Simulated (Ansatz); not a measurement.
Relaxation of C4H8Si (13 atoms, charge 0, multiplicity 1), to a largest force component of 0.015 eV/Å in at most 40 steps.

These are results of Ansatz 0.2.0, RKS B3LYP-D4/def2-SVP, not measurements.

```xyz
13
Properties=species:S:1:pos:R:3
C -1.375 1.250 -0.187
C -0.096 0.939 0.449
C 0.365 -0.364 0.046
C 0.260 -1.431 -0.654
Si 1.710 -1.510 0.259
H -1.750 2.304 0.126
H -1.315 1.312 -1.287
H -2.165 0.595 0.070
H -0.207 0.999 1.582
H 0.646 1.709 0.206
H -0.522 -1.883 -1.304
H 1.643 -2.518 1.363
H 2.825 -1.437 -0.654
```

**Question.** Where does it end, and by what steps?

**Answer.** The forces met the threshold. After 7 steps the energy has fallen by 0.922 eV; H11 moved furthest, 0.29 Å.

```tsv
step	energy less start (eV)	largest force component (eV/Å)	accepted
0	0.0000	4.258	yes
1	-0.7554	1.956	yes
2	-0.8349	1.071	yes
3	-0.8931	0.505	yes
4	-0.9168	0.242	yes
5	-0.9215	0.081	yes
6	-0.9222	0.029	yes
7	-0.9222	0.007	yes
```

```xyz
13
Properties=species:S:1:pos:R:3
C -1.441 1.291 -0.218
C -0.108 0.985 0.467
C 0.465 -0.346 0.112
C 0.135 -1.395 -0.653
Si 1.728 -1.672 0.187
H -1.823 2.281 0.077
H -1.334 1.282 -1.315
H -2.204 0.541 0.048
H -0.215 1.034 1.566
H 0.641 1.761 0.224
H -0.698 -1.658 -1.311
H 1.849 -2.577 1.364
H 3.026 -1.563 -0.534
```

Time of the run: 11 s on 2 threads of AMD EPYC 9R45 96-Core Processor (Zen 5) (shared host), peak memory 0.28 GiB.
